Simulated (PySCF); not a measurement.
B(I)(Me)(OH) (CH4BIO), SMILES OB(I)C. Geometry optimised at PBE0-D3(BJ)/def2-SVP. The def2 effective core potentials stand for the cores of I; spin–orbit coupling is left out. Other conformers were not sampled.

These are PBE0-D3(BJ)/def2-SVP (PySCF) values and carry that method's errors.

Harmonic wavenumbers (cm⁻¹): 85, 234, 292, 395, 484, 626, 846, 865, 931, 1131, 1305, 1402, 1425, 1466, 3061, 3152, 3174, 3886. Rotational constants (GHz): 8.600, 2.091, 1.699; symmetry number 1.

**Question.** Work out the zero-point energy and the ideal-gas rigid-rotor harmonic-oscillator thermochemistry at 298.15 K and 1 atm.

**Answer.** ZPE = ½ Σ hcν = ½ × 24760 cm⁻¹ = 148.10 kJ/mol. H − E(el) = 164.92 kJ/mol. Entropy in J/(mol K): translation 172.78, rotation 111.95, vibration 40.81, total 325.53. G − E(el) = 67.86 kJ/mol. Cp = 81.19 J/(mol K). Modes under 150 cm⁻¹ make the vibrational entropy uncertain.
